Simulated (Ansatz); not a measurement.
Harmonic frequencies (cm⁻¹) at PBE0-D4/def2-TZVP from Ansatz: 54, 86, 142, 228, 240, 258, 299, 340, 422, 424, 486, 624, 716, 751, 770, 826, 836, 844, 875, 912, 953, 976, 980, 996, 998, 1194, 2212, 2226, 2250, 3623, 3811, 3910, 3927.

Each molecule was computed in one conformer, which needn't be the lowest.

(1) Which molecule is it?
A. `O[SiH2]N[SiH](O)O`
B. `O[SiH2]CC[SiH3]`
C. `O[SiH](O)O[SiH](F)F`
D. `F[SiH2]C[SiH2]Cl`

Results:

(1) A.
